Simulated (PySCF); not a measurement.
Compound: trans-Sn(PH3)2Cl4.
Bonds: Sn1–P2, Sn1–P6, Sn1–Cl10, Sn1–Cl11, Sn1–Cl12, Sn1–Cl13. Hydrogens: H3, H4, H5 on P2; H7, H8, H9 on P6.

Computed by this run: PBE0-D3(BJ)/def2-SVP geometry optimisation, gas phase, def2 core potentials past Kr in PySCF 2.14.0; density fitting, grid level 1; the optimiser is geomeTRIC in internal coordinates, started from a GFN1-xTB structure with every atom displaced at random (about 0.03 Å).

Step 5: E = -74556.9687 eV
```
atom  x, y, z in Å  |  force x, y, z in eV/Å
Sn1     0.2325    0.0971    0.0038    0.042   0.047  -0.004
P2     -0.0886    0.0260    2.6766    0.049  -0.080  -0.069
H3     -0.2085    1.1953    3.4630   -0.003   0.046   0.008
H4      0.8378   -0.7232    3.4401    0.030   0.014  -0.028
H5     -1.2888   -0.6446    2.9888   -0.079  -0.020   0.047
P6      0.0255   -0.0523   -2.6754    0.011  -0.017   0.113
H7      1.1134   -0.1562   -3.5747    0.052   0.005  -0.004
H8     -0.6961    1.0223   -3.2346   -0.025   0.073  -0.045
H9     -0.7652   -1.1483   -3.0786   -0.036  -0.066  -0.029
Cl10    2.6093   -0.1005    0.0017    0.055   0.047   0.016
Cl11   -2.1674    0.2376   -0.2335   -0.048   0.013   0.019
Cl12    0.3699    2.4913    0.0103    0.014  -0.069  -0.024
Cl13    0.0568   -2.2967    0.2347   -0.062   0.008   0.001
```

Step 6: E = -74556.9747 eV
```
atom  x, y, z in Å  |  force x, y, z in eV/Å
Sn1     0.1891    0.0797    0.0069    0.128   0.031  -0.034
P2     -0.0765    0.0185    2.6749   -0.053  -0.050   0.004
H3     -0.1782    1.2027    3.4433    0.014   0.021   0.001
H4      0.8790   -0.7132    3.4187    0.027   0.013  -0.034
H5     -1.2674   -0.6472    3.0416   -0.022  -0.004   0.028
P6      0.0306   -0.0446   -2.6735   -0.032  -0.050   0.033
H7      1.1475   -0.1347   -3.5396    0.029   0.002   0.014
H8     -0.6788    1.0320   -3.2494    0.001   0.046  -0.007
H9     -0.7443   -1.1400   -3.1159   -0.003  -0.035  -0.022
Cl10    2.5726   -0.0884    0.0489    0.031  -0.037   0.011
Cl11   -2.2056    0.2288   -0.2242   -0.057   0.024   0.018
Cl12    0.3576    2.4662   -0.0365   -0.039   0.040  -0.007
Cl13    0.0051   -2.3118    0.2271   -0.024  -0.001  -0.006
```

Step 7: E = -74556.9782 eV
```
atom  x, y, z in Å  |  force x, y, z in eV/Å
Sn1     0.1670    0.0706    0.0071    0.053   0.084  -0.042
P2     -0.0725    0.0132    2.6710   -0.092  -0.013   0.040
H3     -0.1583    1.2067    3.4286    0.021   0.001  -0.006
H4      0.9119   -0.7040    3.3904    0.014   0.006  -0.025
H5     -1.2522   -0.6515    3.0799    0.018   0.002   0.010
P6      0.0314   -0.0425   -2.6697   -0.041  -0.061  -0.025
H7      1.1710   -0.1216   -3.5080    0.009   0.001   0.020
H8     -0.6663    1.0389   -3.2545    0.015   0.017   0.017
H9     -0.7287   -1.1386   -3.1410    0.018  -0.002  -0.006
Cl10    2.5534   -0.1005    0.0838   -0.013  -0.024   0.003
Cl11   -2.2335    0.2364   -0.2222    0.032  -0.008   0.023
Cl12    0.3298    2.4604   -0.0651   -0.006   0.004   0.002
Cl13   -0.0224   -2.3195    0.2218   -0.027  -0.006  -0.011
```

Step 8: E = -74556.9808 eV
```
atom  x, y, z in Å  |  force x, y, z in eV/Å
Sn1     0.1420    0.0618    0.0052    0.039   0.101  -0.016
P2     -0.0772    0.0097    2.6676   -0.063   0.018   0.040
H3     -0.1396    1.2141    3.4107    0.015  -0.011  -0.005
H4      0.9462   -0.6874    3.3505   -0.004  -0.005   0.003
H5     -1.2363   -0.6572    3.1308    0.037   0.003  -0.006
P6      0.0314   -0.0444   -2.6665   -0.028  -0.053  -0.058
H7      1.1995   -0.1076   -3.4663   -0.005   0.002   0.012
H8     -0.6512    1.0450   -3.2569    0.019  -0.014   0.021
H9     -0.7060   -1.1413   -3.1745    0.023   0.026   0.008
Cl10    2.5298   -0.1118    0.1068   -0.037  -0.022   0.002
Cl11   -2.2545    0.2408   -0.2051   -0.013  -0.016   0.002
Cl12    0.3050    2.4533   -0.0849    0.022  -0.011   0.001
Cl13   -0.0586   -2.3272    0.2049   -0.006  -0.019  -0.006
```

Task: Estimate the geometry and energy of step 9. (The exact step hangs on the optimiser's Hessian estimate; all steps are aligned on step 8, rigid shifts and turns removed.)

Result: E = -74556.9817 eV, largest force 0.070 eV/Å
```
atom  x, y, z in Å  |  force x, y, z in eV/Å
Sn1     0.1287    0.0586    0.0031   -0.036   0.059   0.003
P2     -0.0814    0.0105    2.6695   -0.005   0.019   0.005
H3     -0.1294    1.2193    3.4056    0.002  -0.005   0.004
H4      0.9629   -0.6757    3.3317   -0.013  -0.007   0.011
H5     -1.2242   -0.6606    3.1633    0.015  -0.001  -0.004
P6      0.0306   -0.0464   -2.6689    0.003  -0.031  -0.025
H7      1.2135   -0.0979   -3.4465   -0.004   0.001   0.000
H8     -0.6437    1.0477   -3.2588    0.009  -0.013   0.008
H9     -0.6921   -1.1421   -3.1978    0.008   0.016   0.005
Cl10    2.5139   -0.1217    0.1203   -0.018  -0.016   0.001
Cl11   -2.2698    0.2393   -0.1987    0.017  -0.011  -0.004
Cl12    0.2974    2.4487   -0.0938    0.024  -0.006  -0.005
Cl13   -0.0757   -2.3317    0.1934   -0.001  -0.005  -0.001
```

The energy changes by -0.0009 eV. The first-order estimate −F·Δx gives -0.0015 eV and the mean of the old and new forces, exact on a quadratic surface, -0.0008 eV. The step makes an angle of 83° with the force vector and moves no atom by more than 0.035 Å.

The cost below is that of the whole optimisation. Hardware: one thread of an Arm Neoverse V2, shared host with 96 logical CPUs at a one-minute load of 17. Cost: 4.4 min of wall time, 0.75 GiB resident at most.
